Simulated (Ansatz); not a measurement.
Pulling on the C2–H3 bond in C2H6Mg (SMILES [CH3][Mg][CH3]) (multiplicity 1 held, fragments rigid). Energies count from the point at 1.094 Å.
Geometry at that point (charge 0, multiplicity 1):
```xyz
9

Mg     0.0000     0.0000     0.0000
C      1.6071     0.2545    -1.3170
H      2.3439    -0.5484    -1.2184
H      2.1334     1.1970    -1.1380
H      1.2793     0.2630    -2.3609
C     -1.6071    -0.2545     1.3170
H     -2.1822    -1.1564     1.0864
H     -2.3029     0.5890     1.2764
H     -1.2715    -0.3442     2.3546
```

R- and RO- levels are restricted; in cc, def2 and unpolarised 6-31G sets they are followed outwards from rest. U- levels take the lowest unrestricted solution at each point, which mixes spins at long bonds. Active spaces are followed from a long bond inwards. Curves can end on different states.

Correlated levels freeze the cores.

Run with Ansatz (a first-principles code) with Gaussian orbitals. 

Energies in kcal/mol.

```csv
R (Å),R-HF/def2-SVP,U-CCSD(T)/def2-SVP,"CASSCF(2,2)/def2-SVP","SC-NEVPT2 on CASSCF(2,2)/def2-SVP","FIC-MRCISD+Q on CASSCF(2,2)/def2-SVP"
0.875,30.9,32.7,33.9,33.3,32.6
0.985,6.2,7.1,7.8,7.4,7.1
1.094,0.0,0.0,0.0,0.0,0.0
1.204,3.8,2.9,2.1,2.6,3.0
1.313,12.9,11.0,9.2,10.4,11.1
1.477,30.6,27.1,23.6,26.1,27.1
1.641,49.5,43.7,38.7,42.6,43.7
1.915,78.7,68.6,60.3,66.4,67.5
2.188,103.3,87.0,75.9,83.5,84.5
2.517,127.1,100.8,87.2,96.0,96.9
2.954,151.2,106.8,94.0,103.6,104.4
3.501,173.0,108.1,96.5,106.4,107.2
```

Doubts at one or more of the structures used: a restricted determinant that unrestricted orbitals would lower (R-HF/def2-SVP); a spin-contaminated determinant (U-CCSD(T)/def2-SVP); T1 above 0.05 (U-CCSD(T)/def2-SVP); the program's own flag: other amplitudes (U-CCSD(T)/def2-SVP).
